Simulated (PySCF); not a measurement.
**Dipole moment and polarisability of `OCC1COCOC1`**

Compound: C5H10O3.
Atom-mapped SMILES: `[OH:1][CH2:2][CH:3]1[CH2:4][O:5][CH2:6][O:7][CH2:8]1` (hydrogens: H9 on O1; H10, H11 on C2; H12 on C3; H13, H14 on C4; H15, H16 on C6; H17, H18 on C8)

Structure used (GFN2-xTB), in Å, numbered top down from 1:
```xyz
18
C5H10O3 angstrom
O     -2.587    0.547    1.015
C     -1.896    0.026   -0.091
C     -0.444   -0.332    0.232
C      0.303   -0.871   -0.993
O      1.658   -1.117   -0.677
C      2.285    0.035   -0.196
O      1.695    0.540    0.961
C      0.343    0.886    0.735
H     -2.570   -0.102    1.728
H     -1.932    0.810   -0.852
H     -2.409   -0.863   -0.489
H     -0.418   -1.100    1.013
H     -0.106   -1.825   -1.330
H      0.238   -0.141   -1.816
H      2.287    0.815   -0.987
H      3.308   -0.246    0.062
H     -0.046    1.250    1.686
H      0.283    1.693   -0.012
```

Level: PBE0/def2-SVPD (PySCF), static field, nuclei fixed, core orbitals frozen in the response. The polarisability tensor in these axes (au):

```
x   80.08 -0.19 -2.19
y   -0.19 65.48  2.95
z   -2.19  2.95 67.65
```

**Question.** Diagonalise the tensor; give its mean and Δα, where Δα² is half the sum of the squared differences of the eigenvalues.

**Answer.** Principal values 63.34, 69.38 and 80.49 au; mean 71.07 au = 10.53 Å³ = 11.72 × 10⁻⁴⁰ C²·m²/J; Δα = 15.07 au (21 % of the mean).

**Question.** What is the dipole moment, and where does it point?

**Answer.** (-0.87, -0.52, -0.82) D, 1.30 D in size, pointing from the negative to the positive side. Measured along this direction, the outermost atoms are H16 at the negative end and H11 at the positive end.

**Question.** What molar refraction does this α imply?

**Answer.** Lorentz–Lorenz: R = (4π/3)N_A α = 2.5225 cm³/(mol·Å³) × 10.53 Å³ = 26.6 cm³/mol, in the limit of long wavelengths.

**Question.** In a dilute gas of rigid molecules at 350 K, how does the orientational term μ²/3kT compare with the electronic polarisability?

**Answer.** In Gaussian units μ²/3kT = 11.73 Å³ against 10.53 Å³, a ratio of 1.11; the Debye molar polarisation (4π/3)N_A(α + μ²/3kT) is 56.2 cm³/mol, leaving out the vibrational part.

**Question.** Directions of the eigenvectors, and the extent of the frame along each?

**Answer.** Largest value along (0.98, -0.05, -0.18), where the nuclei span 6.08 Å; middle along (0.17, 0.59, 0.79), 4.20 Å; least along (-0.07, 0.81, -0.59), 2.81 Å. The response follows the extents in order.

Isolated species at its GFN2-xTB geometry (one conformer only).

The run behind these numbers computed excited states as well. Time: 1.8 min wall (with the writing of density and orbital grids); peak memory 0.97 GiB. Hardware: Intel Xeon Platinum 8259CL at 2.50 GHz, one thread, shared host.
